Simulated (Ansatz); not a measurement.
Ansatz results at the PBE0-D4/def2-TZVP geometry: HOMO–LUMO gap (PBE/def2-TZVPP) 5.80 eV; HOMO–LUMO gap (ωB97M-V/def2-TZVPP) 12.10 eV; LUMO energy (B3LYP/def2-TZVPP) -0.42 eV.

Each molecule was computed in one conformer, which needn't be the lowest.

(1) Which molecule gave them?
A. `O[SiH](O)[SiH](Cl)Cl`
B. `Cl[SiH2][NH][GeH2][Cl]`
C. `O[SiH](O)C#[C][GeH3]`
D. `C[SiH](O)[SiH](O)O`

## Answers

(1) B. The others give `C[SiH](O)[SiH](O)O`: 5.26, 11.09, -0.41; `O[SiH](O)C#[C][GeH3]`: 5.50, 11.82, -0.82; `O[SiH](O)[SiH](Cl)Cl`: 5.21, 11.13, -0.90.

B3LYP here is the variant with VWN-RPA as its local correlation; programs differ in this.
